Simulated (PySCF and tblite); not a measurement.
The numbers below are computed, except where a source is named.
System: C₆H₁₃N, numbered as in [CH3:1][C@@H:2]1[CH2:3][CH2:4][N:5]([CH3:6])[CH2:7]1.

Motion: pyramidal inversion at N5. GFN2-xTB gives an electronic barrier of 5.4 kcal/mol and a reaction energy of 0.1 kcal/mol.

**Question.** What does PBE0/pcSseg-1 + D3(BJ) give on GFN2-xTB geometries?

**Answer.** A barrier of 4.2 kcal/mol, 1.2 below the tight-binding barrier (from unrounded values), a reaction energy of 0.1 kcal/mol and, with GFN2-xTB thermal terms, ΔG‡(298 K) = 3.0 kcal/mol and k = 3.9×10¹⁰ s⁻¹ (1 equivalent path).

Programs: tblite and PySCF.
